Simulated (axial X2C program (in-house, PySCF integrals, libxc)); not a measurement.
Density and ELF of KN

Calculated with an axial X2C code built on PySCF integrals. Two-component (2c) means X2C with spin–orbit coupling and atomic mean-field two-electron Coulomb and Gaunt terms. Basis: K dyall-cv3z [11s12p6d3f], N dyall-av3z [7s7p3d2f] (cores contracted in-house); Gaussian nuclei, density fitting, unrestricted open shells. Masses: K 38.964 u, N 14.003 u.

PBE0, 2c, state Ω = 1 (⟨Sz⟩ = 1.00, ⟨Lz⟩ = 0.00 at PBE0); K at z = 0, N at z = 2.544 Å.

The maps cover the half plane through the axis: z from -2.4 to 4.8 Å along the bond, ρ from 0.15 to 2.25 Å away from it.

log10 of the density in e/bohr³:

```
 ρ\z  -2.4  -1.8  -1.2  -0.6   0.0   0.6   1.2   1.8   2.4   3.0   3.6   4.2   4.8
0.15  -3.4  -2.7  -1.6  -0.4   1.4  -0.4  -1.5  -0.8   0.2  -0.4  -1.4  -2.4  -3.2
0.45  -3.4  -2.8  -1.8  -0.6  -0.2  -0.7  -1.6  -1.1  -0.5  -0.7  -1.6  -2.5  -3.3
0.75  -3.5  -2.9  -2.1  -1.1  -0.6  -1.1  -1.8  -1.4  -1.0  -1.2  -1.9  -2.6  -3.4
1.05  -3.6  -3.1  -2.5  -1.7  -1.3  -1.7  -2.2  -1.8  -1.6  -1.7  -2.2  -2.9  -3.5
1.35  -3.8  -3.4  -2.9  -2.3  -2.0  -2.3  -2.5  -2.2  -2.1  -2.2  -2.6  -3.1  -3.7
1.65  -3.9  -3.6  -3.2  -2.9  -2.7  -2.8  -2.8  -2.7  -2.6  -2.7  -3.0  -3.5  -4.0
1.95  -4.1  -3.8  -3.5  -3.3  -3.2  -3.2  -3.2  -3.1  -3.0  -3.1  -3.4  -3.8  -4.2
2.25  -4.2  -4.0  -3.8  -3.7  -3.6  -3.6  -3.5  -3.5  -3.5  -3.6  -3.8  -4.1  -4.5
```

Electron localisation function (collinear form, no current term, damped to 0 at low density):

```
 ρ\z  -2.4  -1.8  -1.2  -0.6   0.0   0.6   1.2   1.8   2.4   3.0   3.6   4.2   4.8
0.15  0.11  0.10  0.56  0.86  0.83  0.86  0.11  0.93  0.18  0.90  0.91  0.74  0.28
0.45  0.10  0.09  0.46  0.87  0.39  0.86  0.09  0.89  0.74  0.91  0.88  0.69  0.22
0.75  0.08  0.07  0.27  0.79  0.88  0.73  0.08  0.80  0.80  0.85  0.79  0.58  0.13
1.05  0.05  0.06  0.11  0.53  0.73  0.35  0.07  0.64  0.66  0.69  0.61  0.40  0.06
1.35  0.03  0.05  0.04  0.17  0.31  0.07  0.06  0.42  0.41  0.43  0.37  0.19  0.02
1.65  0.01  0.03  0.02  0.03  0.05  0.01  0.06  0.24  0.19  0.20  0.16  0.06  0.00
1.95  0.00  0.02  0.01  0.01  0.01  0.01  0.05  0.11  0.07  0.07  0.05  0.01  0.00
2.25  0.00  0.01  0.01  0.01  0.01  0.01  0.03  0.03  0.02  0.02  0.01  0.00  0.00
```

Axial spin density in 10⁻³ e/bohr³:

```
 ρ\z  -2.4  -1.8  -1.2  -0.6   0.0   0.6   1.2   1.8    2.4   3.0  3.6   4.2   4.8
0.15  -0.3  -0.7  -0.9   2.0  -1.4   0.4  -1.4   7.7  204.6  39.5  0.0  -0.3  -0.1
0.45  -0.3  -0.6  -0.8   0.8  -1.9   0.2  -0.5  12.8  164.0  48.9  1.4  -0.2  -0.1
0.75  -0.2  -0.5  -0.7   0.1  -0.1   0.1   0.2  10.2   55.7  25.3  1.8  -0.1  -0.1
1.05  -0.2  -0.4  -0.5  -0.2   0.0  -0.1   0.4   5.5   17.4   9.9  1.3   0.0   0.0
1.35  -0.1  -0.3  -0.4  -0.3  -0.1  -0.1   0.2   2.5    5.7   3.6  0.7   0.0   0.0
1.65  -0.1  -0.2  -0.3  -0.2  -0.2  -0.2   0.1   1.0    2.0   1.4  0.4   0.0   0.0
1.95  -0.1  -0.1  -0.2  -0.2  -0.2  -0.1   0.0   0.4    0.7   0.5  0.2   0.0   0.0
2.25  -0.1  -0.1  -0.1  -0.1  -0.1  -0.1   0.0   0.2    0.3   0.2  0.1   0.0   0.0
```

One determinant describes the state; a PBE0 search over occupations chose it and may have missed a lower one. Density functionals use the spin component along the axis (collinear). PBE0 can misorder states that lie within some tenths of an eV, so this need not be the ground state of the molecule. The nearest other 2c determinant of the search, Ω = 2, lies 0.35 eV up at the distance of the search. With several unpaired electrons one determinant need not be a pure state. Open-shell Ω = 0 determinants with evenly filled partner blocks cannot be reached by this program, so the Ω shown need not be the lowest component. This is the Ω = 1 component of a π² triplet; the 0⁺ component is not one determinant and can lie lowest. The determinant is spin-polarised beyond a pure state at some levels (its spin-free form has ⟨S²⟩ too high), which makes Re and μ there less reliable.
